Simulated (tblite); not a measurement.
Species: C7H16N2Si.
Cartesian coordinates in Å at the GFN2-xTB level; atoms count from 1:
```
atom  x, y, z in Å
C1     2.5563    0.6020   -0.4577
C2     1.6713   -0.1399    0.5421
C3     1.8715    0.4113    1.9576
C4     0.2326   -0.0164    0.1584
N5    -0.3059    1.0801   -0.1999
N6    -1.6119    0.8781   -0.5542
C7    -2.4869    1.9993   -0.3447
C8    -2.0505   -0.4272   -0.0541
C9    -0.7262   -1.1820    0.1079
Si10  -0.3265   -2.2697   -1.4110
H11    2.4196    0.1932   -1.4563
H12    2.2817    1.6528   -0.4765
H13    3.6046    0.5107   -0.1814
H14    1.9360   -1.2035    0.5409
H15    1.6066    1.4652    1.9812
H16    1.2412   -0.1200    2.6683
H17    2.9090    0.3010    2.2655
H18   -3.3867    1.8626   -0.9448
H19   -2.7787    2.1160    0.7095
H20   -1.9674    2.8974   -0.6706
H21   -2.7414   -0.8792   -0.7687
H22   -2.5772   -0.3127    0.9101
H23   -0.6911   -1.7725    1.0257
H24   -1.3256   -3.3388   -1.4726
H25   -0.3860   -1.4425   -2.6126
H26    1.0106   -2.8425   -1.2488
```

All values are computed: GFN2-xTB (tblite) harmonic vibrations without scaling, gas phase. This tight-binding method is rough: wavenumbers can miss measured ones by several per cent, in bad cases by 10 to 20. Modes of hydrogen on silicon can be 10 to 20 % off. One conformer, not necessarily the lowest. The optimisation stopped once no atom felt more than 0.01 eV/Å.

Lowest wavenumbers of the output (negative numbers stand for imaginary wavenumbers):
```
mode    cm-1
  1     -21.3
  2      66.6
  3      95.6
  4     112.8
  5     142.7
  6     162.3
  7     183.4
  8     203.3
  9     219.5
 10     236.6
 11     290.1
 12     301.3
 13     360.2
 14     426.8
 15     459.4
```

Question: Is this structure a minimum?

Answer: Not by this Hessian. 1 mode is imaginary beyond 20i (21i cm⁻¹), so at this level the point lies at or near a first-order saddle. The curvature is small, so loose convergence or finite differences may be the whole cause.

Question: Which atoms move in the imaginary mode?

Answer: 21i: C1 (methyl carbon) 28 %, C3 (methyl carbon) 20 %. These are shares of the mass-weighted motion.

Question: What is the remedy?

Answer: Step along that mode in both directions, optimise again with tighter thresholds and repeat the frequencies. The zero-point energy of this point (135.2 kcal/mol) counts the 71 real modes alone, and thermal corrections from it aren't those of a minimum.

On one thread, Intel Xeon Platinum 8488C (x86_64), no GPU, shared host, this took 1.5 s of wall time. The figure is for the frequency step alone.
